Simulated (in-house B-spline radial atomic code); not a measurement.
Radial electron density of the calcium ion Ca⁵⁺, [Ne] 3s2 3p3. Level of theory: scalar-relativistic (X2C) PBE0, spin-polarised, spherical fractional occupations, Fermi nucleus of rms radius 3.4776 fm; calculated with an all-electron radial atomic-structure program (B-spline basis).

Columns: r (bohr), 4πr²n(r) (electrons per bohr), bar.

```
 0.00287   0.5825 #
 0.00343    0.802 #
 0.00409    1.095 ##
 0.00487    1.486 ###
 0.00581     2.01 ####
 0.00693    2.701 #####
 0.00826    3.597 #######
 0.00985    4.747 #########
  0.0117    6.157 ###########
   0.014    7.963 ###############
  0.0167    10.08 ##################
  0.0199     12.5 #######################
  0.0237    15.13 ############################
  0.0283    17.85 #################################
  0.0338    20.37 #####################################
  0.0402    22.31 #########################################
   0.048    23.42 ###########################################
  0.0572     23.4 ###########################################
  0.0682    22.25 #########################################
  0.0814    20.26 #####################################
   0.097    18.19 #################################
   0.116    16.89 ###############################
   0.138    17.17 ###############################
   0.164    19.05 ###################################
   0.196    21.91 ########################################
   0.234    24.11 ############################################
   0.279    24.07 ############################################
   0.332    21.14 #######################################
   0.396    15.98 #############################
   0.473    10.46 ###################
   0.564    6.669 ############
   0.672    5.307 ##########
   0.801    5.549 ##########
   0.955    5.818 ###########
    1.14    5.053 #########
    1.36    3.404 ######
    1.62    1.735 ###
    1.93   0.6493 #
     2.3   0.1714 
    2.75  0.02901 
    3.27 0.003227 
     3.9 0.0001968
```

On this grid the curve has 3 maxima, near 0.048, 0.234, 0.955 bohr.

The 3s down radial function P(r) = rR(r), positive near the nucleus:

```csv
r (bohr),P
0.001,0.02192
0.00142,0.03038
0.00202,0.04204
0.00287,0.05785
0.00409,0.07928
0.00581,0.1073
0.00826,0.1432
0.0117,0.1866
0.0167,0.2367
0.0237,0.2847
0.0338,0.3167
0.048,0.306
0.0682,0.2194
0.097,0.0291
0.138,-0.2487
0.196,-0.5071
0.279,-0.549
0.396,-0.2018
0.564,0.4615
0.801,1.006
1.14,1.01
1.62,0.5629
2.3,0.1624
3.27,0.01927
```
